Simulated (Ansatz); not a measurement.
One change: `C[O][Al]([F])[SH]` becomes `[F][Al]([SiH3])[SH]`.

Ansatz, PBE0-D4/def2-TZVP geometries, multiplicity 1. Each molecule was computed in one conformer, which needn't be the lowest.

```
                                          property  `C[O][Al]([F])[SH]`
                 LUMO energy (PBE/def2-TZVPP) / eV                -1.50
               HOMO–LUMO gap (PBE/def2-TZVPP) / eV                 5.10
  size of the dipole moment (B3LYP/def2-TZVPP) / D                 0.98
               HOMO energy (B3LYP/def2-TZVPP) / eV                -7.60
size of the dipole moment (ωB97M-V/def2-TZVPP) / D                 1.01
               LUMO energy (B3LYP/def2-TZVPP) / eV                -0.93
```

What does the change do to each property? (Best estimate.)

The calculation gave: 
```
                                          property  `[F][Al]([SiH3])[SH]`  shift
                 LUMO energy (PBE/def2-TZVPP) / eV                  -2.22  -0.72
               HOMO–LUMO gap (PBE/def2-TZVPP) / eV                   4.57  -0.53
  size of the dipole moment (B3LYP/def2-TZVPP) / D                   0.55  -0.43
               HOMO energy (B3LYP/def2-TZVPP) / eV                  -7.73  -0.13
size of the dipole moment (ωB97M-V/def2-TZVPP) / D                   0.52  -0.49
               LUMO energy (B3LYP/def2-TZVPP) / eV                  -1.65  -0.72
```

With PBE0 the HOMO falls by 0.13 eV and the LUMO falls by 0.85 eV, so the gap narrows by about 0.72 eV. PBE moves the HOMO by -0.21 eV and ωB97M-V by -0.04 eV. Dipoles are sizes alone; their direction can turn.

B3LYP here is the variant with VWN-RPA as its local correlation; programs differ in this.
